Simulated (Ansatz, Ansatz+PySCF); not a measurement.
```yaml
atoms:
  - { symbol: Si, position_ang: [0.0000, 0.0000, 0.0000] }
  - { symbol: C, position_ang: [0.0000, 0.0000, 1.7180] }
```

Basis set: def2-SVP (spherical functions). Frozen core: 6 orbitals. Correlation on ROHF uses semicanonical orbitals with singles. Charge 0, multiplicity 3.

Computed with Ansatz (development build ahead of 0.2.0); each method stands on the lowest determinant of its kind that the runs found.

Problem. Give the atomization energy at this shape (free ground-state atoms in the same class of orbitals less the molecule, no zero-point energy) of triplet SiC by ROHF-CCSD(T), UHF-CCSD(T), ROHF-MP2, UHF-MP2, ROHF, UHF.

Solution.

```json
{"method": "ROHF-CCSD(T)", "atomization energy": "91.91 kcal/mol"}
{"method": "UHF-CCSD(T)", "atomization energy": "91.13 kcal/mol"}
{"method": "ROHF-MP2", "atomization energy": "90.13 kcal/mol"}
{"method": "UHF-MP2", "atomization energy": "81.86 kcal/mol"}
{"method": "ROHF", "atomization energy": "51.80 kcal/mol"}
{"method": "UHF", "atomization energy": "61.30 kcal/mol"}
```

Caution for ROHF-CCSD(T), ROHF-MP2, ROHF: an unrestricted determinant lies well below. Caution for UHF-CCSD(T), UHF-MP2, UHF: the unrestricted determinant is spin contaminated.
